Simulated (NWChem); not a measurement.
System: C$_{2}$H$_{6}$FNSi; SMILES C/N=C\[SiH2]F

NWChem input:

```
start job
memory heap 200 mb stack 900 mb global 1100 mb
geometry units angstroms noautoz
  C      0.591430     2.278345     0.088788
  N     -0.732596     1.689327     0.158338
  C     -0.856974     0.422398     0.082126
  Si     0.463111    -0.935449    -0.120048
  F     -0.377872    -2.317827    -0.144740
  H      0.766229     2.862133     1.000187
  H      1.421449     1.559390    -0.029145
  H      0.620973     2.981796    -0.751624
  H     -1.887766     0.044490     0.141779
  H      1.414141    -0.978641     1.021217
  H      1.213674    -0.813493    -1.396994
end
basis spherical
  * library def2-svp
end
dft
  xc xcamb88 1.00 lyp 0.81 vwn_5 0.19 hfexch 1.00
  cam 0.33 cam_alpha 0.19 cam_beta 0.46
  iterations 150
  mulliken
end
task dft energy
```

NWChem printed, in part:

```
             Northwest Computational Chemistry Package (NWChem) 7.3.0
             --------------------------------------------------------

 CS  symmetry detected

                             Geometry "geometry" -> ""
                             -------------------------

 Output coordinates in angstroms (scale by  1.889725989 to convert to a.u.)

  No.       Tag          Charge          X              Y              Z
 ---- ---------------- ---------- -------------- -------------- --------------
    1 C                    6.0000     0.57074891     2.29222698     0.00000000
    2 N                    7.0000    -0.75146261     1.69508299     0.00000000
    3 C                    6.0000    -0.86262849     0.42463842     0.00000000
    4 Si                  14.0000     0.47658389    -0.92952457     0.00000000
    5 F                    9.0000    -0.35239292    -2.31935495     0.00000000
    6 H                    1.0000     0.66634046     2.93783291     0.88094556
    7 H                    1.0000     1.41134509     1.57589320     0.00000000
    8 H                    1.0000     0.66634046     2.93783291    -0.88094556
    9 H                    1.0000    -1.89287590     0.04058718     0.00000000
   10 H                    1.0000     1.32986376    -0.88569054     1.21605976
   11 H                    1.0000     1.32986376    -0.88569054    -1.21605976

 Effective nuclear repulsion energy (a.u.)     221.1594605472

      Symmetry information
      --------------------

 Group name             Cs
 Group number              2
 Group order               2
 No. of unique centers     9

                                 NWChem DFT Module
                                 -----------------

 Summary of "ao basis" -> "ao basis" (spherical)
 ------------------------------------------------------------------------------
       Tag                 Description            Shells   Functions and Types
 ---------------- ------------------------------  ------  ---------------------
 C                          def2-svp                 6       14   3s2p1d
 N                          def2-svp                 6       14   3s2p1d
 Si                         def2-svp                 8       18   4s3p1d
 F                          def2-svp                 6       14   3s2p1d
 H                          def2-svp                 3        5   2s1p

      Symmetry analysis of basis
      --------------------------

        a'         71
        a"         33

            General Information
            -------------------
          SCF calculation type: DFT
          Wavefunction type:  closed shell.
          No. of atoms     :    11
          No. of electrons :    48
           Alpha electrons :    24
            Beta electrons :    24
          Charge           :     0
          Spin multiplicity:     1
          Use of symmetry is: on ; symmetry adaption is: on
          Maximum number of iterations: 150
          AO basis - number of functions:   104
                     number of shells:    50
          Convergence on energy requested:  1.00D-06
          Convergence on density requested:  1.00D-05
          Convergence on gradient requested:  5.00D-04

              XC Information
              --------------
                     Hartree-Fock (Exact) Exchange  1.000
                   CAM-Becke88 Exchange Functional  1.000
                      VWN V Correlation Functional  0.190 local
              Lee-Yang-Parr Correlation Functional  0.810

           Range-Separation Parameters
           ---------------------------
           Alpha           :  0.19
           Beta            :  0.46
           Gamma           :  0.33
           Short-Range HF  :     F

             Grid Information
             ----------------
          Grid used for XC integration:  medium
          Radial quadrature: Mura-Knowles
          Angular quadrature: Lebedev.
          Tag              B.-S. Rad. Rad. Pts. Rad. Cut. Ang. Pts.
          ---              ---------- --------- --------- ---------
          C                   0.70       49          10.0       434
          N                   0.65       49          10.0       434
          Si                  1.10       88          11.0       590
          F                   0.50       49          13.0       434
          H                   0.35       45          11.0       434
          Grid pruning is: on
          Number of quadrature shells:   464
          Spatial weights used:  Erf1

      Superposition of Atomic Density Guess
      -------------------------------------

 Sum of atomic energies:        -520.52053240

      Non-variational initial energy
      ------------------------------

 Total energy =    -522.707556
 1-e energy   =   -1156.567457
 2-e energy   =     412.700440
 HOMO         =      -0.271231
 LUMO         =      -0.037551

      Symmetry analysis of molecular orbitals - initial
      -------------------------------------------------

  Numbering of irreducible representations:

     1 a'          2 a"

  Orbital symmetries:

     1 a'          2 a'          3 a'          4 a'          5 a'
     6 a'          7 a'          8 a"          9 a'         10 a'
    11 a'         12 a'         13 a'         14 a'         15 a'
    16 a"         17 a'         18 a'         19 a"         20 a'
    21 a'         22 a"         23 a"         24 a'         25 a"
    26 a'         27 a'         28 a'         29 a'         30 a'
    31 a"         32 a'         33 a"         34 a'

     ---------------------------------------------
      Total Density - Mulliken Population Analysis
     ---------------------------------------------

    Atom       Charge   Shell Charges
 -----------   ------   -------------------------------------------------------
    1 C    6     6.05   1.99  0.94  0.18  1.96  0.94  0.04
    2 N    7     7.47   1.99  1.08  0.54  2.35  1.48  0.03
    3 C    6     6.04   1.99  0.98  0.33  1.80  0.90  0.04
    4 Si  14    13.05   2.00  1.99  0.95  0.26  5.93  0.98  0.74  0.20
    5 F    9     9.58   1.99  1.14  0.78  3.52  2.13  0.00
    6 H    1     0.91   0.68  0.20  0.02
    7 H    1     0.92   0.68  0.22  0.02
    8 H    1     0.91   0.68  0.20  0.02
    9 H    1     0.92   0.68  0.21  0.02
   10 H    1     1.08   0.70  0.37  0.01
   11 H    1     1.08   0.70  0.37  0.01

   convergence    iter        energy       DeltaE   RMS-Dens  Diis-err
 ---------------- ----- ----------------- --------- --------- ---------
 d= 0,ls=0.0,diis     1   -523.4818777710 -7.45D+02  1.12D-02  6.76D-01
 d= 0,ls=0.0,diis     2   -523.4941756247 -1.23D-02  5.15D-03  7.83D-01
 d= 0,ls=0.0,diis     3   -523.5631992806 -6.90D-02  1.11D-03  2.68D-02
 d= 0,ls=0.0,diis     4   -523.5655424791 -2.34D-03  4.53D-04  4.46D-03
 d= 0,ls=0.0,diis     5   -523.5659836308 -4.41D-04  1.33D-04  3.54D-04
  Resetting Diis
 d= 0,ls=0.0,diis     6   -523.5660231482 -3.95D-05  5.02D-05  2.09D-05
 d= 0,ls=0.0,diis     7   -523.5660258898 -2.74D-06  2.16D-05  1.87D-06
 d= 0,ls=0.0,diis     8   -523.5660259718 -8.20D-08  8.33D-06  1.78D-06

         Total DFT energy =     -523.566025971770
      One electron energy =    -1160.026445638868
           Coulomb energy =      466.573349597228
    Exchange-Corr. energy =      -51.272390477372
 Nuclear repulsion energy =      221.159460547242

 Numeric. integr. density =       47.999986848155

                  Occupations of the irreducible representations
                  ----------------------------------------------

                     irrep           alpha         beta
                     --------     --------     --------
                     a'               19.0         19.0
                     a"                5.0          5.0

                       DFT Final Molecular Orbital Analysis
                       ------------------------------------

 Vector   22  Occ=2.000000D+00  E=-4.174499D-01  Symmetry=a"
              MO Center=  6.7D-01, -7.7D-01,  4.0D-15, r^2= 3.4D+00
   Bfn.  Coefficient  Atom+Function         Bfn.  Coefficient  Atom+Function
  ----- ------------  ---------------      ----- ------------  ---------------
    66      0.297166   5 F  pz               95      0.280294  10 H  s
   100     -0.280294  11 H  s                52      0.249655   4 Si pz
    69     -0.215334   5 F  pz               96      0.200376  10 H  s
   101     -0.200376  11 H  s                34      0.138356   3 C  pz
    49     -0.134925   4 Si pz                6     -0.107537   1 C  pz

 Vector   23  Occ=2.000000D+00  E=-3.715810D-01  Symmetry=a"
              MO Center= -2.6D-01,  1.0D+00,  2.2D-15, r^2= 3.1D+00
   Bfn.  Coefficient  Atom+Function         Bfn.  Coefficient  Atom+Function
  ----- ------------  ---------------      ----- ------------  ---------------
    20      0.367376   2 N  pz               34     -0.351721   3 C  pz
    23     -0.244308   2 N  pz               37     -0.245508   3 C  pz
     6      0.177065   1 C  pz               75      0.162009   6 H  s
    85     -0.162009   8 H  s                95      0.140866  10 H  s
   100     -0.140866  11 H  s                96      0.112045  10 H  s

 Vector   24  Occ=2.000000D+00  E=-3.077582D-01  Symmetry=a'
              MO Center= -6.1D-01,  1.2D+00, -6.0D-16, r^2= 2.7D+00
   Bfn.  Coefficient  Atom+Function         Bfn.  Coefficient  Atom+Function
  ----- ------------  ---------------      ----- ------------  ---------------
    18      0.388990   2 N  px               21     -0.283736   2 N  px
    19     -0.266410   2 N  py               22      0.233475   2 N  py
    17      0.188834   2 N  s                90     -0.186677   9 H  s
     4      0.175561   1 C  px               16      0.170261   2 N  s
    32      0.166160   3 C  px               81      0.157616   7 H  s

 Vector   25  Occ=0.000000D+00  E= 1.051812D-02  Symmetry=a"
              MO Center= -5.0D-01,  7.0D-01, -3.7D-15, r^2= 3.0D+00
   Bfn.  Coefficient  Atom+Function         Bfn.  Coefficient  Atom+Function
  ----- ------------  ---------------      ----- ------------  ---------------
    23      0.475529   2 N  pz               37     -0.443119   3 C  pz
    55     -0.433332   4 Si pz               20     -0.418666   2 N  pz
    34     -0.359843   3 C  pz               96      0.355410  10 H  s
   101     -0.355410  11 H  s                76     -0.180418   6 H  s
    86      0.180418   8 H  s                59     -0.105063   4 Si d  1

 Vector   26  Occ=0.000000D+00  E= 5.242921D-02  Symmetry=a'
              MO Center=  6.8D-01, -3.6D-01, -6.2D-15, r^2= 4.4D+00
   Bfn.  Coefficient  Atom+Function         Bfn.  Coefficient  Atom+Function
  ----- ------------  ---------------      ----- ------------  ---------------
    54      0.829968   4 Si py                3     -0.727738   1 C  s
    81      0.583670   7 H  s                63      0.403586   5 F  s
     7     -0.361563   1 C  px               31     -0.319555   3 C  s
    53      0.307643   4 Si px               76      0.257376   6 H  s
    86      0.257376   8 H  s                91      0.233553   9 H  s

 Vector   27  Occ=0.000000D+00  E= 1.096247D-01  Symmetry=a'
              MO Center=  6.9D-01, -4.3D-01,  2.1D-14, r^2= 6.1D+00
   Bfn.  Coefficient  Atom+Function         Bfn.  Coefficient  Atom+Function
  ----- ------------  ---------------      ----- ------------  ---------------
    53      1.520565   4 Si px                3      1.013625   1 C  s
    96     -0.883817  10 H  s               101     -0.883817  11 H  s
    36     -0.717532   3 C  py               76     -0.591688   6 H  s
    86     -0.591688   8 H  s                31      0.508591   3 C  s
    45      0.421941   4 Si s                17      0.402505   2 N  s

     ---------------------------------------------
      Total Density - Mulliken Population Analysis
     ---------------------------------------------

    Atom       Charge   Shell Charges
 -----------   ------   -------------------------------------------------------
    1 C    6     5.92   1.98  0.90  0.10  2.12  0.78  0.04
    2 N    7     7.16   1.99  1.05  0.51  2.34  1.24  0.03
    3 C    6     6.22   1.99  0.93  0.32  2.05  0.89  0.04
    4 Si  14    13.30   2.00  1.98  1.02  0.16  5.93  1.25  0.67  0.31
    5 F    9     9.34   1.99  1.12  0.79  3.36  2.07  0.00
    6 H    1     0.96   0.73  0.20  0.02
    7 H    1     1.00   0.75  0.23  0.02
    8 H    1     0.96   0.73  0.20  0.02
    9 H    1     0.95   0.74  0.19  0.02
   10 H    1     1.10   0.74  0.35  0.01
   11 H    1     1.10   0.74  0.35  0.01

     -------------------------------------------
      Total Density - Lowdin Population Analysis
     -------------------------------------------

    Atom       Charge   Shell Charges
 -----------   ------   -------------------------------------------------------
    1 C    6     6.00   1.96  0.57  0.30  1.88  1.19  0.10
    2 N    7     7.07   1.97  0.80  0.48  2.19  1.57  0.06
    3 C    6     6.16   1.97  0.63  0.36  1.86  1.23  0.10
    4 Si  14    13.45   2.00  1.93  0.64  0.33  5.81  1.26  0.97  0.49
    5 F    9     9.21   1.98  1.01  0.77  3.23  2.22  0.01
    6 H    1     0.96   0.64  0.26  0.06
    7 H    1     1.00   0.65  0.28  0.06
    8 H    1     0.96   0.64  0.26  0.06
    9 H    1     0.98   0.64  0.27  0.07
   10 H    1     1.10   0.65  0.43  0.02
   11 H    1     1.10   0.65  0.43  0.02

     Multipole analysis of the density
     ---------------------------------

     L   x y z        total         alpha         beta         nuclear
     -   - - -        -----         -----         ----         -------
     0   0 0 0      0.000000    -24.000000    -24.000000     48.000000

     1   1 0 0      0.681161      0.340581      0.340581     -0.000000
     1   0 1 0      0.315995      0.157998      0.157998      0.000000
     1   0 0 1      0.000000      0.000000      0.000000      0.000000

     2   2 0 0    -28.390148    -58.243460    -58.243460     88.096772
     2   1 1 0      2.156656     -1.771585     -1.771585      5.699826
     2   1 0 1     -0.000000     -0.000000     -0.000000      0.000000
     2   0 2 0    -30.831302   -255.654493   -255.654493    480.477684
     2   0 1 1      0.000000      0.000000      0.000000      0.000000
     2   0 0 2    -27.832546    -21.968546    -21.968546     16.104546
```

Level: CAM-B3LYP/def2-SVP. Structure relaxed at the B3LYP/6-31G* (spherical d) level.
